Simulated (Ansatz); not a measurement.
`CBS[SiH2]C` + `[AsH3]` → `C[SiH2][AsH2]` + `CBS` at 500 K and 1 bar (ligand exchange at the Si–S bond).

Computed with Ansatz on PBE0-D4/def2-TZVP structures; ΔE is electronic, products minus reactants. CBS: MP2 limit from def2 TZ/QZ plus the TZ coupled-cluster correction, frozen cores. For As outer-core shells are correlated without core-valence functions, which leaves a few kJ/mol of doubt a bond. Scalar relativity is left out up to krypton. Each species was taken in one conformer, which may not be the lowest.

```
        species  CCSD(T)/CBS energy (Eh)  H − E (kJ/mol)  S (J/(mol·K))
   `CBS[SiH2]C`               -793.23951           334.4          462.9
       `[AsH3]`              -2236.79077            76.6          245.1
`C[SiH2][AsH2]`              -2566.35921           225.3          392.0
          `CBS`               -463.66090           187.2          329.8
```

H − E and S are ideal-gas, rigid-rotor, harmonic terms from PBE0-D4/def2-TZVP, for one conformer and one mirror image of each species. 1 Eh = 2625.50 kJ/mol, R = 8.31446 J/(mol·K).

Task: By hand: ΔE, ΔH, ΔS and ΔG.

Result: ΔE = (-2566.35921) + (-463.66090) − (-793.23951) − (-2236.79077) = 0.01017 Eh = 26.7 kJ/mol. Δ(H − E) = 225.3 + 187.2 − 334.4 − 76.6 = 1.5, so ΔH = 28.2 kJ/mol. ΔS = 392.0 + 329.8 − 462.9 − 245.1 = 13.8 J/(mol·K). ΔG = 28.2 − 500 × (13.8)/1000 = 21.3 kJ/mol.

Task: By hand: the equilibrium constant, and the temperature at which ΔG would vanish if ΔH and ΔS stayed fixed.

Result: log₁₀ K = −ΔG/(RT ln 10) = -2.2. ΔG = 0 at ΔH/ΔS = 2043 K, though so small a ΔS makes that figure unsure.

The number of gas molecules stays the same, so ΔS is small and ΔH decides. A doubt of 5 kJ/mol in ΔE shifts log₁₀ K by 0.5 here. Other conformers and mirror images would add mixing entropy, several J/(mol·K) or more a flexible species. Modes under 60 cm⁻¹, often nearly free rotors, make the harmonic entropy too high. These are equilibria of isolated gas molecules and say nothing of rates. Largest T1 diagnostic: 0.013 (customary marks: 0.02 for closed shells, 0.045 for open ones).
